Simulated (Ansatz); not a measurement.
BFH6OSi2 can be A, `OB(F)[SiH2][SiH3]`, or B, `B[Si](O)(F)[SiH3]`.

Isolated molecules relaxed with PBE0-D4/def2-TZVP in Ansatz; ΔE leaves out vibrations. CCSD(T)/CBS is the MP2 limit (def2-TZVPP, def2-QZVPP) plus CCSD(T) − MP2 in def2-TZVPP, frozen cores. DFT in def2-TZVPP. B3LYP here is the variant with VWN-RPA as its local correlation; programs differ in this. One conformer a species, not always the lowest.

(1) Which is lower in electronic energy at CCSD(T)/CBS, and by how much? (An estimate is asked.)

(2) Give E(B) − E(A) in kJ/mol with MP2/def2-TZVPP, B3LYP, PBE-D4, ωB97M-V, CCSD/def2-TZVPP, B3LYP-D4, CCSD(T)/def2-TZVPP. (Best estimate.)

Largest T1 diagnostic: 0.014.

Results:

(1) Computed: A, by 76.6 kJ/mol.

(2) Computed: MP2/def2-TZVPP 81.1, B3LYP 85.0, PBE-D4 98.5, ωB97M-V 84.3, CCSD/def2-TZVPP 80.5, B3LYP-D4 82.8, CCSD(T)/def2-TZVPP 84.4. None reverses the order clearly.

From PBE to PBE0 (25 % exact exchange), in def2-TZVPP and without D4, E(B) − E(A) moves by −5.4 kJ/mol. In def2-TZVPP, CCSD(T) changes the Hartree–Fock value by +16.8 kJ/mol (the triples alone add +3.9 kJ/mol) and MP2 by +13.5 kJ/mol.
